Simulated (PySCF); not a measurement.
Ga(Cl)2(vinyl) (C₂H₃Cl₂Ga), SMILES C=[CH][Ga]([Cl])[Cl].

Geometry optimised at r2SCAN-D4/def2-SVP. The structure was generated by enumeration; whether it is a known compound was not checked. Other conformers were not sampled.

Computed with TDA-PBE/def2-SVPD run with PySCF.

Vertical excitations. The molecule is in vacuum. State labels are in the subgroup Cs.

### Question
Give excitation energies, oscillator strengths and character. (An estimate is asked for; the answer gives what the named calculation found.)

### Answer

```csv
state,symmetry,energy (eV),λ (nm),f,main pairs
S1,A",4.83,256,0.000,"HOMO−2→LUMO 52 %, HOMO→LUMO 48 %"
S2,A",4.90,253,0.000,"HOMO→LUMO 50 %, HOMO−2→LUMO 48 %"
S3,A',5.24,237,0.019,HOMO−3→LUMO 87 %
S4,A',5.59,222,0.062,"HOMO−1→LUMO 43 %, HOMO−4→LUMO 37 %"
S5,A",5.75,216,0.001,"HOMO−5→LUMO 59 %, HOMO−1→LUMO+1 40 %"
S6,A",5.83,213,0.000,"HOMO−1→LUMO+1 59 %, HOMO−5→LUMO 38 %"
S7,A',5.97,208,0.048,"HOMO−2→LUMO+1 60 %, HOMO→LUMO+1 34 %"
S8,A',6.05,205,0.005,"HOMO−4→LUMO 43 %, HOMO−2→LUMO+1 16 %, HOMO−1→LUMO+2 15 %, HOMO→LUMO+1 14 %"
S9,A",6.09,204,0.000,HOMO−3→LUMO+1 100 %
S10,A',6.19,200,0.242,"HOMO→LUMO+1 35 %, HOMO−1→LUMO 19 %, HOMO−2→LUMO+1 15 %, HOMO−5→LUMO+1 12 %"
T1,A',4.06,306,0,HOMO−1→LUMO 90 %
T2,A",4.61,269,0,HOMO→LUMO 93 %
T3,A",4.79,259,0,HOMO−2→LUMO 95 %
T4,A',4.94,251,0,HOMO−3→LUMO 98 %
```
Triplets are in the Tamm–Dancoff approximation.
